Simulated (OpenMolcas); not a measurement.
# Nb3+: effect of the metal basis

Nb3+ with its 6 nearest chloride ions at 2.529 Å, on the Y site of Cs2NaYCl6 (a = 10.7396 Å, distance in the model lattice 2.619 Å). The rest of the host is ab initio model potentials to 7.6 Å and point charges beyond; the distance is set by hand and nothing relaxes.

```
Program             : OpenMolcas 26.06
Method              : SS-CASPT2, IPEA 0.25 Eh, imaginary shift 0.1 Eh (closed shells correlated: 4s 4p and the ligand valence shells)
Spin-orbit coupling : state interaction with AMFI integrals over the reference wave functions
```

Fixed: ligand basis ANO-RCC-VDZP, active space 2 electrons in 5 orbitals (4d), DKH2 Hamiltonian.

States (labels of O, the rotations of Oh). Energies in cm-1 above the lowest state or level, χT in cm3 K/mol; under a threefold ground state the first gap can be a small split of the lowest multiplet, not the spin-orbit step; 10Dq and B are least-squares fits to the states below 45000 cm-1, weighted by degeneracy, with a free offset, and given where the rms deviation is under 5 % of |10Dq| (or 100 cm-1) and under 700 cm-1.

| Run | Metal basis | Ground state | First state of that spin | 10Dq | B (rms of fit) | First gap with spin-orbit (degeneracies) | χT at 300 K | First state of another spin | Cost |
| --- | --- | --- | --- | --- | --- | --- | --- | --- | --- |
| A | ANO-RCC-VDZP | 3T1 | 3T2 18770 | 19698 | 485 (303) | 24 (2, 3) | 0.468 | 1T2 6840 | roughly 110 core-seconds |
| B | ANO-RCC-VTZP | 3T1 | 3T2 18300 | 19255 | 465 (170) | 25 (2, 3) | 0.466 | 1T2 6140 | roughly 4 core-minutes |

Against A, |10Dq| changes by -2.2 % in B.

Costs are those of the CASPT2 steps.

Roots that are degenerate in the reference are averaged as groups; the widest CASPT2 spread within a group is 650 cm-1 (the 3-fold group of multiplicity 1 near 25900 cm-1 above the lowest state of its run, A). Shifts and gaps below about the spread of the groups concerned are not significant. Over all roots computed the reference weight is 0.67 to 0.68 in A, 0.66 to 0.67 in B; a low but even weight reflects the number of correlated electrons. An orbital triplet at a regular site is open to Jahn-Teller coupling, which can distort the site and quench the lowest spin-orbit gaps and is left out. Ligand-to-metal charge-transfer states are missing. With no ligand orbital active B as a rule stays too high, so bands that hang on it stand too high and its fall with covalency is understated. With one d shell and no ligand orbital active, 10Dq can be off by a tenth or more. The least metal-like active orbital is 79 % on the metal (Löwdin) and no ligand orbital is active, so the numbers are rough (holds for A). The least metal-like active orbital is 80 % on the metal (Löwdin) and no ligand orbital is active, so the numbers are rough (holds for B). No measured value stands beside these numbers; the geometry was set by hand and not optimised.
